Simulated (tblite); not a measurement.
Species: C4H4N2OS.
Cartesian coordinates in Å at the GFN2-xTB level; atoms count from 1:
```xyz
12
C4H4N2OS angstrom
C     -1.8551    0.3867   -0.2501
C     -0.9980   -0.2595    0.8010
O     -1.4158   -0.7034    1.8393
C      0.4437   -0.3052    0.4385
N      0.9023    0.3145   -0.6780
C      2.1729    0.1450   -0.7766
S      2.8023   -0.8040    0.5360
N      1.3262   -0.9349    1.1768
H     -1.8054   -0.2035   -1.1628
H     -2.8829    0.4494    0.0957
H     -1.4698    1.3767   -0.4802
H      2.7808    0.5375   -1.5657
```

Computed values, GFN2-xTB/tblite, gas phase, harmonic and unscaled. Errors from tens to a few hundred cm⁻¹ against measured bands are possible. One conformer, not necessarily the lowest.

Harmonic wavenumbers (cm⁻¹): 31.0, 102.0, 157.3, 170.5, 342.3, 467.8, 482.8, 532.3, 600.0, 661.3, 690.5, 771.5, 790.6, 887.5, 934.8, 986.7, 996.2, 1092.5, 1172.1, 1307.9, 1363.1, 1402.4, 1436.8, 1440.0, 1492.0, 1759.7, 3028.8, 3044.1, 3063.7, 3172.4.

A = 4462, B = 1268, C = 994.7 MHz; mass 128.004 u (most abundant isotopes); point group C1, symmetry number 1.

Question: Zero-point energy?

Answer: ½Σν̃ = 17190 cm⁻¹ = 205.64 kJ/mol.

Question: Entropy at 500 K, 1 bar (ideal gas, RRHO, classical rotation)?

Answer: Translation 180.12, rotation 125.43, vibration 138.46: S = 444.0 J/(mol K).

Question: And Cp and H(500 K) − H(0)?

Answer: Cp = 167.17 J/(mol K), of which vibrations give 133.91 (their classical limit is 30 R = 249.4); H(500 K) − H(0) = 51.44 kJ/mol without the zero-point energy, 34.81 from vibrations.

Question: What must be added to the electronic energy to get the Gibbs energy at 500 K and 1 bar?

Answer: ZPE + [H(500 K) − H(0)] − T·S = 205.64 + 51.44 − 222.00 = 35.08 kJ/mol.

Question: Blend soft modes into free rotors: weight 1/[1 + (100 cm⁻¹/ν̃)⁴] for the oscillator and the rest for a rotor with moment μB/(μ + B), μ = h/(8π²ν), B = 10⁻⁴⁴ kg m². What vibrational entropy results?

Answer: 126.29 J/(mol K) in place of 138.46, which changes −T·S at 500 K by +6.08 kJ/mol.

Hindered rotation and anharmonicity are outside this model. Other conformers, if any are populated, would add a mixing term that is left out.

The run took 0.31 s wall on one thread, Intel Xeon Platinum 8488C (x86_64), no GPU, shared host with 96 logical CPUs at a one-minute load of 22. This covers the Hessian and the dipole derivatives.
